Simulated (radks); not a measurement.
The nuclear charge of neutral germanium is varied continuously with 32 electrons held in [Ar] 3d10 4s2 4p2. All-electron calculation, scalar-relativistic Kohn-Sham, PBEsol, spin-polarised, spherical densities, finite nucleus; open shells are filled with parallel spins first; Fermi nuclear charge, rms radius 4.0742 fm. Program: a radial shooting solver on a logarithmic mesh with Libxc functionals. By the Hellmann-Feynman theorem dE/dZ = E(electron-nucleus)/Z, the electronic potential at the nucleus (averaged over a nucleus of fixed radius). The scalar-relativistic energy here is not variational (the density holds large components alone), so the two differ by a part that grows with Z.

| Z | E (hartree) | E(electron-nucleus)/Z (hartree) | HOMO | e(HOMO) (eV) | <r> HOMO (bohr) |
|---|---|---|---|---|---|
| 31.8 | -2065.79996 | -156.676 | 4p | -2.860 | 3.017 |
| 32 | -2097.30915 | -158.020 | 4p | -4.413 | 2.839 |
| 32.2 | -2129.08782 | -159.361 | 4p | -6.106 | 2.693 |
| 32.4 | -2161.13556 | -160.701 | 4p | -7.929 | 2.570 |
| 32.6 | -2193.45207 | -162.040 | 4p | -9.870 | 2.464 |
| 32.8 | -2226.03712 | -163.377 | 4p | -11.924 | 2.371 |
| 33 | -2258.89051 | -164.714 | 4p | -14.086 | 2.288 |

The central difference of E at Z = 32 is -158.220 hartree, to compare with the third column; the second derivative is -6.74 hartree.
